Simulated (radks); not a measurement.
Spherical quantum dot in the effective-mass picture: electrons in a hard-walled sphere of radius 3.19, all in effective atomic units (hartree* = m*/eps^2 hartree, bohr* = eps/m* bohr), one dielectric constant everywhere. Calculated with a radial shooting solver with Libxc functionals: non-relativistic Kohn-Sham, PBEsol, spin-polarised, spherical densities. Levels are named by radial order and angular momentum (1s, 1p, 1d, 2s, ...), and open shells are averaged over m. Results are scaled to m* = 0.537 and eps = 5, for which hartree* = 584.5 meV and bohr* = 0.4927 nm.

N = 3, configuration 1s2 1p(up 1, down 0). This is the lowest configuration that the search found. Occupied and some empty levels:

level,occupation,eigenvalue (meV),<r> (nm)
1s up,1,935.26,0.8542
1s down,1,965.81,0.8452
1p up,1,1184.2,0.9658
1p down,0,1220.6,0.9628
1d up,0,1529.8,1.038
1d down,0,1568.6,1.038
2s up,0,1809.3,0.7597
2s down,0,1827.2,0.7630
1f up,0,1959.7,1.091
1f down,0,1999.3,1.091

Energy (meV): total 1941.38, kinetic 1175.1, external 0, Hartree 1305.2, exchange-correlation -538.84.

Electron density:

r (nm),n(r) (e/nm^3)
0.116,0.4999
0.234,0.5101
0.352,0.5226
0.470,0.5307
0.587,0.5260
0.706,0.5004
0.823,0.4487
0.941,0.3708
1.06,0.2736
1.18,0.1722
1.29,0.08495
1.41,0.02663
1.53,0.001621
